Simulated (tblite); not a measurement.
A tight-binding relaxation on `c1nccnc1-c1ccncc1`.

Computed with GFN2-xTB geometry optimisation, gas phase (tblite 0.8.0). Start geometry: from a force field or distance geometry. A driver script takes a list of jobs; this job's settings line and coordinates (Å) are shown.

Input:
```
{"job": {"kind": "relax", "xc": "GFN2-xTB", "basis": "xTB"}, "charge": 0, "multiplicity": 1}
C     -2.655900     1.399400    -0.065100
C     -1.277000     1.277800    -0.008300
C     -0.716000     0.005700    -0.035800
C      0.732100    -0.111100     0.021600
C      1.376700    -1.339700     0.004500
N      2.731300    -1.370900     0.063600
C      3.429400    -0.216600     0.161700
C      2.806000     1.012200     0.204000
N      1.440600     1.020000     0.130500
C     -1.571200    -1.082700    -0.138400
C     -2.953900    -0.941100    -0.209000
N     -3.448200     0.307100    -0.163100
H     -3.136400     2.393600    -0.024400
H     -0.684100     2.175500     0.078800
H      0.830500    -2.259700    -0.080300
H      4.506700    -0.291600     0.230200
H      3.381100     1.906300     0.282400
H     -1.197200    -2.093500    -0.178500
H     -3.604400    -1.781500    -0.281800
```

Output:
```
step      E/eV     max force
  0    -858.73483    2.935
  1    -858.97585    0.973
  2    -859.05079    0.832
  3    -859.13151    0.541
  4    -859.14305    0.297
  5    -859.15181    0.175
  6    -859.15473    0.153
  7    -859.15686    0.115
  8    -859.15852    0.096
  9    -859.16008    0.100
... (11 lines left out)
 21    -859.16247    0.015
 22    -859.16249    0.018
 23    -859.16252    0.017
 24    -859.16256    0.017
 25    -859.16261    0.017
 26    -859.16267    0.019
 27    -859.16272    0.018
 28    -859.16276    0.017
 29    -859.16278    0.013
 30    -859.16279    0.007
```

«max force» is the largest atomic force in eV/Å.

**Question.** From which step on does the largest force stay under 0.1 eV/Å, and how much energy is left to gain from there?

**Answer.** From step 8 (0.096 eV/Å), 4.3 meV above the end.

Summary of the converged run: energy lowered by 9.9 kcal/mol over 30 steps; largest atomic force 0.007 eV/Å at the end.

**Question.** Give the final coordinates.

**Answer.** 0.055 Å rms from the input after alignment:
```
atom  x, y, z in Å
C1    -2.6753    1.3797   -0.0653
C2    -1.2969    1.2791    0.0005
C3    -0.7099    0.0124   -0.0377
C4     0.7525   -0.1064    0.0320
C5     1.4409   -1.3248    0.0016
N6     2.7585   -1.3892    0.0689
C7     3.4237   -0.2483    0.1668
C8     2.7540    0.9691    0.1969
N9     1.4388    1.0354    0.1305
C10   -1.5613   -1.0876   -0.1418
C11   -2.9279   -0.8658   -0.1996
N12   -3.4797    0.3341   -0.1627
H13   -3.1664    2.3437   -0.0388
H14   -0.6707    2.1527    0.0803
H15    0.9358   -2.2768   -0.0784
H16    4.5008   -0.3200    0.2216
H17    3.2768    1.9130    0.2749
H18   -1.1842   -2.0968   -0.1780
H19   -3.6195   -1.6943   -0.2793
```

On an Arm Neoverse V2 with one thread, shared host with 32 logical CPUs at a one-minute load of 33, this took 0.18 s.
Labels such as C1 count atoms from 1, the log's own numbers from 0.
